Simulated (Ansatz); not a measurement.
Basis-set extrapolation for C5H16BNSi, SMILES `BN(CC)[Si](C)(C)C` (PBE0-D4/def2-TZVP geometry, frozen core, Ansatz 0.2.0). Multiplicity 1, RHF reference.

```json
{"": "HF", "def2-TZVPP": "-566.928710", "def2-QZVPP": "-566.951291"}
{"": "MP2 correlation", "def2-TZVPP": "-1.330269", "def2-QZVPP": "-1.415303"}
{"": "CCSD(T) correlation", "def2-TZVPP": "-1.474871", "def2-QZVPP": "not run"}
```

Energies in hartree. Use E(X) = E(∞) + A·exp(−7.88·√X) for Hartree–Fock and E(X) = E(∞) + B·X^(−2.97) for correlation, with X = 3 and 4, and add CCSD(T) minus MP2 of the smaller set to the MP2 limit.

Question: What is the CCSD(T) energy at the basis-set limit?

Answer: HF limit: -566.951291 + (-0.022581) × 0.13774 = -566.95440. MP2 limit: -1.415303 + (-0.085034) × 0.74074 = -1.47829. Higher-order term: -1.474871 − (-1.330269) = -0.14460. Total: -568.57729 hartree, 456.1 kJ/mol below CCSD(T)/def2-TZVPP.
